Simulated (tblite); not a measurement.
Compound: C6H10FO (doublet state).
Numbering: `[CH3:1][O:2][C@@H:3]([F:4])[C:5]1[CH2:6][CH2:7][CH2:8]1` (hydrogens: H9, H10, H11 on C1; H12 on C3; H13, H14 on C6; H15, H16 on C7; H17, H18 on C8)

Geometry (GFN2-xTB, Å), atoms numbered from 1 in this order:
```xyz
18
C6H10FO angstrom
C      3.0495   -0.6197   -0.2823
O      1.8099    0.0590   -0.2187
C      0.7127   -0.7398   -0.3879
F      0.6501   -1.6591    0.7221
C     -0.5121    0.0604   -0.4456
C     -1.8725   -0.2383   -0.9639
C     -2.3742    1.0199   -0.2262
C     -0.9474    1.2671    0.3027
H      3.8173    0.1422   -0.1710
H      3.1651   -1.1272   -1.2471
H      3.1361   -1.3540    0.5233
H      0.8035   -1.4275   -1.2514
H     -1.9746   -0.2111   -2.0526
H     -2.3007   -1.1840   -0.6182
H     -2.7527    1.8011   -0.8804
H     -3.1076    0.8161    0.5493
H     -0.4828    2.2033   -0.0156
H     -0.8285    1.1980    1.3872
```

All values are computed: GFN2-xTB (tblite) harmonic vibrations without scaling, gas phase. Against measured fundamentals such values can be off by several per cent, at times by over 20. One conformer, not necessarily the lowest. Open shells enter through the occupations alone, without spin polarisation, and single modes of such species can be off by tens of per cent.

Harmonic wavenumbers (cm⁻¹): 32.9, 51.7, 109.7, 141.2, 165.2, 187.6, 314.5, 386.6, 405.8, 534.1, 688.6, 741.3, 757.9, 763.6, 909.9, 972.3, 995.7, 1011.2, 1022.2, 1030.9, 1112.7, 1133.8, 1136.7, 1150.7, 1154.8, 1193.3, 1213.4, 1222.9, 1253.8, 1278.8, 1303.0, 1390.2, 1400.3, 1432.4, 1440.5, 1461.6, 1475.3, 1478.5, 2789.5, 2902.2, 2916.7, 2921.1, 2939.1, 2953.7, 2959.4, 3023.7, 3030.4, 3036.3.

A = 4539, B = 1169, C = 1068 MHz; mass 117.072 u (most abundant isotopes); point group C1, symmetry number 1; spin multiplicity 2.

Question: Zero-point energy?

Answer: ½Σν̃ = 31964 cm⁻¹ = 91.39 kcal/mol.

Question: What is S at 400 K and 1 bar for an ideal gas of classical rigid rotors and harmonic oscillators?

Answer: Translation 41.67, rotation 29.31, vibration 36.21, spin (R ln 2) 1.38: S = 108.6 cal/(mol K).

Question: And Cp and H(400 K) − H(0)?

Answer: Cp = 43.26 cal/(mol K), of which vibrations give 35.31 (their classical limit is 48 R = 95.4); H(400 K) − H(0) = 10.29 kcal/mol without the zero-point energy, 7.11 from vibrations.

Question: Blend soft modes into free rotors: weight 1/[1 + (100 cm⁻¹/ν̃)⁴] for the oscillator and the rest for a rotor with moment μB/(μ + B), μ = h/(8π²ν), B = 10⁻⁴⁴ kg m². What vibrational entropy results?

Answer: 32.33 cal/(mol K) in place of 36.21, which changes −T·S at 400 K by +1.55 kcal/mol.

Question: What must be added to the electronic energy to get the Gibbs energy at 400 K and 1 bar?

Answer: ZPE + [H(400 K) − H(0)] − T·S = 91.39 + 10.29 − 43.43 = 58.25 kcal/mol.

Question: Which modes carry the vibrational entropy at 400 K?

Answer: 32.9 cm⁻¹: 6.23; 51.7 cm⁻¹: 5.33; 109.7 cm⁻¹: 3.85; 141.2 cm⁻¹: 3.35; 165.2 cm⁻¹: 3.05; 187.6 cm⁻¹: 2.81 cal/(mol K); the other 42 give 11.59 together.

Question: How do the functions run with temperature in this model?

Answer: 
```
T (K)  S (cal/(mol K))  Cp (cal/(mol K))  H − H(0) (kcal/mol)  G − H(0) (kcal/mol)  ln q(vib)
  100             71.0              18.2                 1.33                -5.77       2.18
  200             85.8              25.2                 3.50               -13.66       4.72
  300             97.5              33.8                 6.43               -22.83       7.04
  500            119.2              51.7                15.05               -44.53      11.52
  800            147.7              69.6                33.49               -84.69      18.09
 1000            164.1              77.2                48.21              -115.91      22.25
```

q(vib) and H(0) count from the zero-point level.

Hindered rotation and anharmonicity are outside this model. Other conformers, if any are populated, would add a mixing term that is left out. The structure is chiral; the term R ln 2 for an equal mix with its mirror image is left out.
